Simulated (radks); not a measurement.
Problem. Sn2+, 48 electrons, occupied as [Ar] 3d10 4s2 4p4 4d10 5s2 5p2 (not the ground configuration). Calculated with a radial shooting solver on a logarithmic mesh with Libxc functionals: scalar-relativistic Kohn-Sham, r2SCAN, spin-polarised, spherical densities, finite nucleus; open shells are filled with parallel spins first (spin-orbit coupling, left out, can overturn this in heavy ions); meta-GGA in the generalised Kohn-Sham scheme; Fermi nuclear charge, rms radius 4.6519 fm. Some entries of the table are withheld. Estimate them.

orbital  occ.  eigenvalue (Ry)  r(max) (bohr)  <r> (bohr)
1s up       1        -2139.585        0.01878     0.02906
1s down     1        -2139.510        0.01878     0.02906
2s up       1        -326.6587         0.1060      0.1254
2s down     1        -326.6384         0.1060      0.1254
2p up       3        -293.3582        0.08495      0.1096
2p down     3        -293.3014        0.08496      0.1096
3s up       1        -65.84499         0.3069      0.3384
3s down     1        -65.80566         0.3071      0.3385
3p up       3        -54.88132         0.3005      0.3370
3p down     3        -54.82731         0.3007      0.3370
3d up       5        -38.03001         0.2514      0.3143
3d down     5        -37.96807         0.2515      0.3142
4s up       1        -12.81720         0.7417      0.8080
4s down     1        -12.52065         0.7429      0.8111
4p up       3         -9.41848         0.7807      0.8663
4p down     1         -9.14622         0.7829      0.8711
4d up       5         -4.40303            (1)       1.021
4d down     5         -4.18132            (2)       1.029
5s up       1         -2.42851          1.840         (3)
5s down     1         -2.23503          1.832         (4)
5p up       2         -1.68389          2.115       2.389
5p down     0         -1.47760          2.109       2.359
5d up       0         -0.73601            (5)       3.391

Solution. 
(1) 4d up r(max) (bohr): 0.8602
(2) 4d down r(max) (bohr): 0.8656
(3) 5s up <r> (bohr): 2.062
(4) 5s down <r> (bohr): 2.050
(5) 5d up r(max) (bohr): 2.892
